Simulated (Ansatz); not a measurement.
Ansatz (a program for electronic structure) input (CCSD(T)/def2-QZVPPD):
A basis named .json is the Basis Set Exchange file of that set.

Ansatz 0.2 input:
```yaml
crystal:
  periodic: [false, false, false]
  atoms:
    - {symbol: Y, position_ang: [-0.00000000, -0.00000000, -1.60697486]}
    - {symbol: I, position_ang: [0.00000000, 0.00000000, 1.18249094]}
basis:
  gaussian:
    orbitals: def2-QZVPPD.json
magnetization: {spin_polarized: true, initial_magnetization: 2}
correlation: {method: ccsd_t, electrons: outside_noble_gas}
```

Output:

```
Functional definition: HF
integrals: 0.87 GiB planned
1062 factors; integrals over basis functions are off by at most 1.1e-3 eV
mean field: 0.70 GiB planned
mean field evaluation 1: about -9102.2762 eV, gradient 9.4e0 eV
mean field evaluation 2: about -9102.3021 eV, gradient 9.5e0 eV
mean field evaluation 4: about -9104.1508 eV, gradient 2.5e0 eV
mean field evaluation 8: about -9104.3581 eV, gradient 3.0e-1 eV
mean field evaluation 16: about -9104.3602 eV, gradient 2.1e-3 eV
mean field evaluation 32: about -9104.6623 eV, gradient 6.4e-5 eV
mean field evaluation 64: about -9104.3842 eV, gradient 5.7e-1 eV
mean field evaluation 96: about -9104.6619 eV, gradient 1.7e-1 eV
mean field evaluation 128: about -9104.4604 eV, gradient 1.3e-3 eV
mean field evaluation 160: about -9104.5457 eV, gradient 1.6e0 eV
mean field evaluation 192: about -9104.5808 eV, gradient 3.6e-1 eV
mean field evaluation 224: about -9104.4604 eV, gradient 1.0e-4 eV
mean field evaluation 256: about -9104.4604 eV, gradient 7.1e-4 eV
mean field evaluation 288: about -9104.3602 eV, gradient 3.3e-2 eV
mean field evaluation 320: about -9104.4127 eV, gradient 5.6e-1 eV
mean field evaluation 352: about -9102.6158 eV, gradient 2.2e0 eV
mean field evaluation 384: about -9100.9373 eV, gradient 1.1e0 eV
mean field evaluation 416: about -9100.7459 eV, gradient 9.3e0 eV
mean field evaluation 448: about -9104.5279 eV, gradient 2.2e0 eV
mean field evaluation 480: about -9104.4602 eV, gradient 4.0e-2 eV
mean field evaluation 512: about -9104.4604 eV, gradient 8.1e-3 eV
mean field evaluation 544: about -9104.4434 eV, gradient 3.0e-1 eV
mean field evaluation 576: about -9102.5374 eV, gradient 6.0e-4 eV
mean field evaluation 608: about -9103.1126 eV, gradient 6.5e-2 eV
mean field evaluation 640: about -9102.9788 eV, gradient 3.9e-1 eV
mean field evaluation 672: about -9102.8418 eV, gradient 1.4e0 eV
mean field evaluation 704: about -9103.1187 eV, gradient 6.2e-1 eV
mean field evaluation 736: about -9100.7563 eV, gradient 7.1e0 eV
mean field evaluation 768: about -9103.5037 eV, gradient 2.2e0 eV
mean field evaluation 800: about -9102.0698 eV, gradient 3.2e0 eV
mean field evaluation 832: about -9101.7208 eV, gradient 7.5e-4 eV
mean field evaluation 864: about -9100.4816 eV, gradient 1.2e-1 eV
mean field evaluation 896: about -9103.8875 eV, gradient 1.7e0 eV
mean field evaluation 928: about -9104.6623 eV, gradient 1.8e-4 eV
mean field evaluation 960: about -9102.5374 eV, gradient 6.1e-4 eV
mean field evaluation 992: about -9101.5186 eV, gradient 4.6e0 eV
mean field evaluation 1024: about -9098.9898 eV, gradient 1.2e1 eV
mean field evaluation 1056: about -9103.2688 eV, gradient 1.1e0 eV
mean field evaluation 1088: about -9104.4226 eV, gradient 2.8e-1 eV
mean field evaluation 1120: about -9101.6355 eV, gradient 1.1e1 eV
mean field evaluation 1152: about -9103.2077 eV, gradient 7.9e-1 eV
mean field evaluation 1184: about -9103.0859 eV, gradient 3.0e-1 eV
mean field evaluation 1216: about -9102.8550 eV, gradient 7.2e-3 eV
mean field evaluation 1248: about -9102.7510 eV, gradient 2.7e0 eV
mean field evaluation 1280: about -9103.0014 eV, gradient 1.4e-2 eV
mean field evaluation 1312: about -9102.8749 eV, gradient 2.4e0 eV
mean field evaluation 1344: about -9101.9836 eV, gradient 6.9e0 eV
mean field evaluation 1376: about -9101.6520 eV, gradient 6.8e-1 eV
mean field evaluation 1408: about -9102.7274 eV, gradient 1.8e-4 eV
mean field -9104.66234508 eV, -334.5901698197 hartree, gradient 3.1e-6 eV, S^2 2.004715; 26 other end points of the search recorded, 0 dependent functions left out
determinant -9104.66234508 eV, -334.5901698197 hartree, with singles and doubles -9110.11042393 eV, -334.7903830247 hartree
determinant -9104.46043970 eV, -334.5827499341 hartree, with singles and doubles -9109.92234227 eV, -334.7834711513 hartree
determinant -9104.36023479 eV, -334.5790674716 hartree, with singles and doubles -9109.83522781 eV, -334.7802697541 hartree
determinant -9103.11274397 eV, -334.5332230293 hartree, with singles and doubles -9108.59778628 eV, -334.7347946164 hartree
determinant -9103.11040823 eV, -334.5331371925 hartree, with singles and doubles -9108.59350472 eV, -334.7346372721 hartree
determinant -9103.00136286 eV, -334.5291298491 hartree, with singles and doubles -9108.56547508 eV, -334.7336072018 hartree
determinant -9102.85495587 eV, -334.5237494914 hartree, with singles and doubles -9108.51180311 eV, -334.7316347933 hartree
determinant -9102.72742564 eV, -334.5190628421 hartree, with singles and doubles -9108.35689024 eV, -334.7259418502 hartree
determinant -9102.53738529 eV, -334.5120789880 hartree, with singles and doubles -9108.26332984 eV, -334.7225035689 hartree
determinant -9101.72078653 eV, -334.4820695371 hartree, with singles and doubles -9107.24028066 eV, -334.6849072051 hartree
determinant -9101.63328521 eV, -334.4788539228 hartree, with singles and doubles -9107.28450519 eV, -334.6865324266 hartree
determinant -9104.66234508 eV, -334.5901698197 hartree, with singles and doubles -9110.06605018 eV, -334.7887523197 hartree
determinant -9104.46043970 eV, -334.5827499341 hartree, with singles and doubles -9109.87728273 eV, -334.7818152436 hartree
determinant -9104.36023479 eV, -334.5790674716 hartree, with singles and doubles -9109.78693889 eV, -334.7784951690 hartree
13 core orbitals not correlated
reference -9104.66234508 eV, -334.5901698197 hartree; 6, 4 occupied and 153, 155 virtual orbitals, 1062 factors
second order -4.94166310 eV of doubles, -0.00000000 eV of singles
coupled cluster: 1.94 GiB planned
cycle   1  -5.40370530 eV  change   -1.9e-7 eV  update   8.6e-6
perturbative correction -0.26537721 eV, -0.0097524327 hartree
Total energy: -9110.33142759 eV, -334.7985047593 hartree
```

This state (charge 0, triplet) is run at the relaxed geometry of the species with charge 0 and multiplicity 1, and is a spin state other than that species' own.
